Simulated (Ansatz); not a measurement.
Reaction (ligand exchange at the Sn–S bond): `C[O][Sn]([SH])([Cl])[Cl]` + H₂Se → `C[O][Sn]([Cl])([Cl])[SeH]` + H₂S

Isolated molecules relaxed with PBE0-D4/def2-TZVP in Ansatz; ΔE leaves out vibrations. CBS: MP2 limit from def2 TZ/QZ plus the TZ coupled-cluster correction, frozen cores. This one scheme is used for every species. DFT in def2-TZVPP. B3LYP here is the variant with VWN-RPA as its local correlation; programs differ in this. def2 core potentials past Kr. For Se, Sn outer-core shells are correlated without core-valence functions, which leaves a few kJ/mol of doubt a bond. Scalar relativity is left out up to krypton. Each species was taken in one conformer, which may not be the lowest.

```json
{"level": "PBE0-D4", "ΔE (kJ/mol)": "-18.9", "difference from CCSD(T)/CBS": "2.1"}
{"level": "ωB97M-V", "ΔE (kJ/mol)": "-17.6", "difference from CCSD(T)/CBS": "3.4"}
{"level": "B2PLYP", "ΔE (kJ/mol)": "-18.8", "difference from CCSD(T)/CBS": "2.2"}
{"level": "PBE", "ΔE (kJ/mol)": "-17.8", "difference from CCSD(T)/CBS": "3.2"}
{"level": "r2SCAN", "ΔE (kJ/mol)": "-17.8", "difference from CCSD(T)/CBS": "3.2"}
{"level": "B3LYP", "ΔE (kJ/mol)": "-18.8", "difference from CCSD(T)/CBS": "2.2"}
{"level": "MP2/def2-TZVPP", "ΔE (kJ/mol)": "-19.4", "difference from CCSD(T)/CBS": "1.6"}
{"level": "CCSD(T)/def2-TZVPP", "ΔE (kJ/mol)": "-17.5", "difference from CCSD(T)/CBS": "3.5"}
{"level": "MP2/def2-QZVPP", "ΔE (kJ/mol)": "-21.5", "difference from CCSD(T)/CBS": "-0.5"}
{"level": "SCS-MP2/def2-QZVPP", "ΔE (kJ/mol)": "-20.3", "difference from CCSD(T)/CBS": "0.7"}
{"level": "CCSD(T)/CBS", "ΔE (kJ/mol)": "-21.0", "difference from CCSD(T)/CBS": "0"}
```

Largest T1 diagnostic among the species: 0.013.
